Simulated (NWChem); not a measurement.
System: H3BO2; SMILES OBO

NWChem printed, in part:

```
             Northwest Computational Chemistry Package (NWChem) 7.3.0
             --------------------------------------------------------

                             Geometry "geometry" -> ""
                             -------------------------

 Output coordinates in angstroms (scale by  1.889725989 to convert to a.u.)

  No.       Tag          Charge          X              Y              Z
 ---- ---------------- ---------- -------------- -------------- --------------
    1 B                    5.0000    -0.46865800    -0.02044100     0.00000000
    2 H                    1.0000    -1.67922900    -0.01227600     0.00000000
    3 O                    8.0000     0.15555400    -1.21910500     0.00000000
    4 H                    1.0000     1.11550000    -1.12023600     0.00000000
    5 O                    8.0000     0.27298200     1.12048100     0.00000000
    6 H                    1.0000    -0.26512800     1.91647000     0.00000000

 Effective nuclear repulsion energy (a.u.)      66.8499913882

                              NWChem Property Module
                              ----------------------

                                 NWChem DFT Module
                                 -----------------

 Summary of "ao basis" -> "ao basis" (spherical)
 ------------------------------------------------------------------------------
       Tag                 Description            Shells   Functions and Types
 ---------------- ------------------------------  ------  ---------------------
 B                        aug-cc-pvdz                9       23   4s3p2d
 H                        aug-cc-pvdz                5        9   3s2p
 O                        aug-cc-pvdz                9       23   4s3p2d

            General Information
            -------------------
          SCF calculation type: DFT
          Wavefunction type:  closed shell.
          No. of atoms     :     6
          No. of electrons :    24
           Alpha electrons :    12
            Beta electrons :    12
          Charge           :     0
          Spin multiplicity:     1
          Use of symmetry is: off; symmetry adaption is: off
          Maximum number of iterations: 150
          AO basis - number of functions:    96
                     number of shells:    42
          Convergence on energy requested:  1.00D-06
          Convergence on density requested:  1.00D-05
          Convergence on gradient requested:  5.00D-04

              XC Information
              --------------
                         PBE0 Method XC Functional
                     Hartree-Fock (Exact) Exchange  0.250
          PerdewBurkeErnzerhof Exchange Functional  0.750
            Perdew 1991 LDA Correlation Functional  1.000 local
           PerdewBurkeErnz. Correlation Functional  1.000 non-local

             Grid Information
             ----------------
          Grid used for XC integration:  medium
          Radial quadrature: Mura-Knowles
          Angular quadrature: Lebedev.
          Tag              B.-S. Rad. Rad. Pts. Rad. Cut. Ang. Pts.
          ---              ---------- --------- --------- ---------
          B                   0.85       49          13.0       434
          H                   0.35       45          14.0       434
          O                   0.60       49          13.0       434
          Grid pruning is: on
          Number of quadrature shells:   282
          Spatial weights used:  Erf1

      Superposition of Atomic Density Guess
      -------------------------------------

 Sum of atomic energies:        -175.56476602

      Non-variational initial energy
      ------------------------------

 Total energy =    -176.683874
 1-e energy   =    -371.669159
 2-e energy   =     128.135294
 HOMO         =      -0.446858
 LUMO         =       0.020818

   convergence    iter        energy       DeltaE   RMS-Dens  Diis-err
 ---------------- ----- ----------------- --------- --------- ---------
 d= 0,ls=0.0,diis     1   -176.9530711865 -2.44D+02  1.20D-02  7.20D-01
 d= 0,ls=0.0,diis     2   -176.9265437322  2.65D-02  5.18D-03  1.14D+00
 d= 0,ls=0.0,diis     3   -177.0310049448 -1.04D-01  7.35D-04  1.52D-02
 d= 0,ls=0.0,diis     4   -177.0323964465 -1.39D-03  1.17D-04  3.32D-04
 d= 0,ls=0.0,diis     5   -177.0324259096 -2.95D-05  3.84D-05  3.97D-05
  Resetting Diis
 d= 0,ls=0.0,diis     6   -177.0324290900 -3.18D-06  1.53D-05  6.66D-06
 d= 0,ls=0.0,diis     7   -177.0324297031 -6.13D-07  6.06D-06  2.16D-07

         Total DFT energy =     -177.032429703146
      One electron energy =     -374.566009788497
           Coulomb energy =      152.902565244173
    Exchange-Corr. energy =      -22.218976547000
 Nuclear repulsion energy =       66.849991388178

 Numeric. integr. density =       24.000005364845

                       DFT Final Molecular Orbital Analysis
                       ------------------------------------

 Vector   10  Occ=2.000000D+00  E=-3.986055D-01
              MO Center=  1.4D-01, -9.6D-01,  6.1D-10, r^2= 1.4D+00
   Bfn.  Coefficient  Atom+Function         Bfn.  Coefficient  Atom+Function
  ----- ------------  ---------------      ----- ------------  ---------------
    38      0.524745  3 O  py                41      0.288601  3 O  py
    35     -0.265704  3 O  s                 37      0.187217  3 O  px
    88      0.158262  6 H  s                  6     -0.147177  1 B  py
    56      0.143839  4 H  s                 69     -0.143646  5 O  px
    70      0.142751  5 O  py                67     -0.132437  5 O  s

 Vector   11  Occ=2.000000D+00  E=-3.537219D-01
              MO Center= -6.5D-01,  2.8D-01,  2.2D-10, r^2= 2.1D+00
   Bfn.  Coefficient  Atom+Function         Bfn.  Coefficient  Atom+Function
  ----- ------------  ---------------      ----- ------------  ---------------
    69      0.375029  5 O  px                24      0.351964  2 H  s
     5     -0.318735  1 B  px                 8     -0.243410  1 B  px
     3      0.217010  1 B  s                 72      0.206436  5 O  px
    37      0.145935  3 O  px                56      0.128251  4 H  s
    67      0.125556  5 O  s                 25     -0.115475  2 H  s

 Vector   12  Occ=2.000000D+00  E=-3.478262D-01
              MO Center=  1.9D-01, -1.4D-01, -3.9D-10, r^2= 2.0D+00
   Bfn.  Coefficient  Atom+Function         Bfn.  Coefficient  Atom+Function
  ----- ------------  ---------------      ----- ------------  ---------------
    39      0.473123  3 O  pz                71     -0.432926  5 O  pz
    42      0.321957  3 O  pz                74     -0.295179  5 O  pz
    45      0.071742  3 O  pz                77     -0.064737  5 O  pz
    15     -0.051426  1 B  d -1

 Vector   13  Occ=0.000000D+00  E=-5.328917D-03
              MO Center= -2.0D-03,  1.7D+00, -6.9D-10, r^2= 1.1D+01
   Bfn.  Coefficient  Atom+Function         Bfn.  Coefficient  Atom+Function
  ----- ------------  ---------------      ----- ------------  ---------------
    90      1.310738  6 H  s                  4     -1.007637  1 B  s
    58      0.731592  4 H  s                 68     -0.374773  5 O  s
    89      0.359597  6 H  s                 26      0.345369  2 H  s
    36     -0.300936  3 O  s                  3     -0.265214  1 B  s
    76     -0.256720  5 O  py                67     -0.218027  5 O  s

 Vector   14  Occ=0.000000D+00  E= 1.056499D-02
              MO Center=  8.2D-01, -3.0D-01, -2.2D-09, r^2= 1.4D+01
   Bfn.  Coefficient  Atom+Function         Bfn.  Coefficient  Atom+Function
  ----- ------------  ---------------      ----- ------------  ---------------
    26      1.562352  2 H  s                  4     -1.237998  1 B  s
    11      1.121880  1 B  px                90     -0.434319  6 H  s
    12     -0.412871  1 B  py                68      0.387182  5 O  s
    58      0.374664  4 H  s                 36     -0.336183  3 O  s
    57      0.285913  4 H  s                 89     -0.243333  6 H  s

 Vector   15  Occ=0.000000D+00  E= 1.904103D-02
              MO Center= -7.8D-01,  3.0D-02,  6.1D-09, r^2= 9.7D+00
   Bfn.  Coefficient  Atom+Function         Bfn.  Coefficient  Atom+Function
  ----- ------------  ---------------      ----- ------------  ---------------
    13      0.844403  1 B  pz                10      0.433389  1 B  pz
     7      0.306111  1 B  pz                45     -0.238402  3 O  pz
    77     -0.221498  5 O  pz                71     -0.196936  5 O  pz
    39     -0.190115  3 O  pz                74     -0.177659  5 O  pz
    42     -0.159582  3 O  pz                32      0.047791  2 H  pz

     Multipole analysis of the density
     ---------------------------------

     L   x y z        total         alpha         beta         nuclear
     -   - - -        -----         -----         ----         -------
     0   0 0 0     -0.000000    -12.000000    -12.000000     24.000000

     1   1 0 0      0.106746     -0.188645     -0.188645      0.484036
     1   0 1 0      0.594368      0.398510      0.398510     -0.202652
     1   0 0 1      0.000000      0.000000      0.000000      0.000000

[...]

 DFT Linear Response polarizability / au
 Frequency  =       0.0773000 / au
 Wavelength =     589.4353558 / nm
              X              Y              Z
 -----------------------------------------------
 X      27.2126688     -1.0448242      0.0000000
 Y      -1.0448273     29.1915089     -0.0000000
 Z       0.0000000     -0.0000000     20.1639627
 -----------------------------------------------
 Eigenvalues =      26.7631275     29.6410502     20.1639627
 Isotropic   =      25.5227135
 Anisotropic =       8.4156581
 -----------------------------------------------

 Magnetic Dipole Response Matrix (nonzero elements):

 Exiting AOResponse driver routine
```

Level: PBE0/aug-cc-pVDZ. All runs use the structure optimised with PBE0/def2-SVP.

### Question
Reconstruct the input file.

### Answer
Several could match; the one computed here: the input that was run:
```
start job
memory heap 200 mb stack 900 mb global 1100 mb
geometry units angstroms noautosym nocenter noautoz
  B     -0.468658    -0.020441     0.000000
  H     -1.679229    -0.012276     0.000000
  O      0.155554    -1.219105     0.000000
  H      1.115500    -1.120236     0.000000
  O      0.272982     1.120481     0.000000
  H     -0.265128     1.916470     0.000000
end
basis spherical
  B library aug-cc-pvdz
  H library aug-cc-pvdz
  O library aug-cc-pvdz
end
dft
  xc pbe0
  iterations 150
end
property
  response 1 0.0773
end
task dft property
```
